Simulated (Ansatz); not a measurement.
Gas-phase electronic energies from Ansatz, PBE0-D4/def2-TZVP geometries. CCSD(T)/CBS is the MP2 limit (def2-TZVPP, def2-QZVPP) plus CCSD(T) − MP2 in def2-TZVPP, frozen cores. DFT in def2-TZVPP. B3LYP here is the variant with VWN-RPA as its local correlation; programs differ in this. HSE06 is defined as in plane-wave codes. For Ga outer-core shells are correlated without core-valence functions, which leaves a few kJ/mol of doubt a bond. Scalar relativity is left out up to krypton.

`F[CH](F)[GaH2]` → `[CH3][Ga]([F])[F]`  (isomerisation)

`F[CH](F)[GaH2]`:

```xyz
7

F    -1.252    1.008    0.842
C    -0.417   -0.082    0.771
F    -1.211   -1.196    0.741
Ga    0.660    0.080   -0.937
H     0.138   -0.114    1.716
H     2.177    0.462   -0.849
H    -0.094   -0.159   -2.284
```

`[CH3][Ga]([F])[F]`:

Cartesian coordinates in Å:
```
C 0.733 0.237 0.566
Ga -0.744 -0.248 -0.587
F -1.533 0.841 -1.703
F -1.479 -1.831 -0.651
H 1.322 -0.646 0.811
H 1.359 0.981 0.075
H 0.341 0.666 1.490
```

```tsv
level	ΔE (eV)
revPBE-D4	-3.67
B3LYP-D4	-3.80
CAM-B3LYP-D4	-3.81
PBE	-3.70
r2SCAN	-3.88
HSE06	-3.77
MP2/def2-SVP	-4.13
CCSD/def2-SVP	-3.90
```

Question: What does CCSD(T)/CBS give? (Estimate.)

Answer: Ansatz gave: -3.99 eV. The listed levels differ from it by 0.32, 0.19, 0.18, 0.29, 0.11, 0.22, -0.14, 0.09 eV.

Largest T1 diagnostic among the species: 0.014.

From r2SCAN to r2SCAN0 (25 % exact exchange), in def2-TZVPP and without D4, ΔE moves by −0.03 eV. In def2-TZVPP, CCSD(T) changes the Hartree–Fock value by −0.07 eV (the triples alone add −0.00 eV) and MP2 by −0.31 eV.
